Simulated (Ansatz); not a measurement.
Input file for Ansatz (a quantum-chemistry and plane-wave program): U-wB97M-V/def2-TZVPP on O (SMILES [O]).

Ansatz 0.2 input:
```yaml
crystal:
  periodic: [false, false, false]
  atoms:
    - {symbol: O, position_ang: [0.00000000, 0.00000000, 0.00000000]}
basis:
  gaussian:
    orbitals: def2-TZVPP
hamiltonian:
  xc: {name: wB97M-V}
magnetization: {spin_polarized: true, initial_magnetization: 2}
```

It printed:

```
WARN ansatz: RAYON_NUM_THREADS=4 ignored (pool sized by the plan → 4); use --threads N
Functional definition: wB97M-V
integrals: 0.01 GiB planned
151 factors; their error is unknown
integrals: 0.04 GiB planned
27 factors; integrals over basis functions are off by at most 2.2e-4 eV
mean field: 0.11 GiB planned
mean field evaluation 1: about -2042.8635 eV, gradient 6.0e0 eV
mean field evaluation 2: about -2042.9421 eV, gradient 1.6e0 eV
mean field evaluation 4: about -2042.9508 eV, gradient 5.5e-2 eV
mean field evaluation 8: about -2042.9539 eV, gradient 2.4e-3 eV
mean field -2042.95388119 eV, -75.0771703700 hartree, gradient 4.5e-5 eV, S^2 2.003908; 0 other end points of the search recorded, 0 dependent functions left out
reference -2042.95389428 eV, -75.0771708509 hartree; 5, 3 occupied and 26, 28 virtual orbitals, 151 factors
Total energy: -2042.95389428 eV, -75.0771708509 hartree
```

The run converged.

Cost: very roughly 0.4 core-seconds.
